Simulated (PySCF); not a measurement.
Compound: Si(vinyl)2(NCO)2, C6H6N2O2Si.
Cartesian coordinates in Å at the PBE0-D3(BJ)/def2-SVP level; atoms count from 1:
```
atom  x, y, z in Å
Si1   -0.040   -0.003   -0.020
C2    -0.312    0.112    1.810
C3    -0.997   -0.794    2.515
H4     0.128    0.968    2.339
H5    -1.455   -1.666    2.033
H6    -1.134   -0.709    3.599
C7     1.747   -0.139   -0.496
C8     2.398    0.785   -1.211
H9     2.298   -1.026   -0.156
H10    1.895    1.687   -1.575
H11    3.458    0.683   -1.468
N12   -0.679    1.398   -0.790
C13   -1.251    2.324   -1.289
O14   -1.792    3.235   -1.780
N15   -0.895   -1.385   -0.591
C16   -1.433   -2.290   -1.162
O17   -1.963   -3.181   -1.699
```

The closed-shell ground state was solved at several levels (PySCF, density fitting, gas phase, non-relativistic).

```csv
level,basis functions,HOMO (eV),LUMO (eV),gap (eV),dipole (D)
wB97X-D/pcSseg-1,224,-10.09,0.60,10.69,3.24
PBE0/pcSseg-1,224,-8.24,-1.20,7.04,3.21
```

Task: Estimate the row for CAM-B3LYP/def2-SVPD, a basis of 278 functions; the other rows only guide the guess.

Result: HOMO -9.61 eV, LUMO -0.12 eV, gap 9.49 eV, dipole 3.44 D.

Task: Over all these levels, which gives the widest orbital gap and which the narrowest?

Result: wB97X-D/pcSseg-1 (range-separated hybrid) has the widest, 10.69 eV, and PBE0/pcSseg-1 (global hybrid, 25 % exact exchange) the narrowest, 7.04 eV. The two share the basis. From the narrowest to the widest the HOMO moves by -1.85 eV and the LUMO by +1.80 eV.

Task: How far do the dipole and the HOMO energy spread over the levels?

Result: The dipole runs from 3.21 to 3.44 D (mean 3.30 D) and the HOMO from -10.09 to -8.24 eV.

One conformer stands for the species.
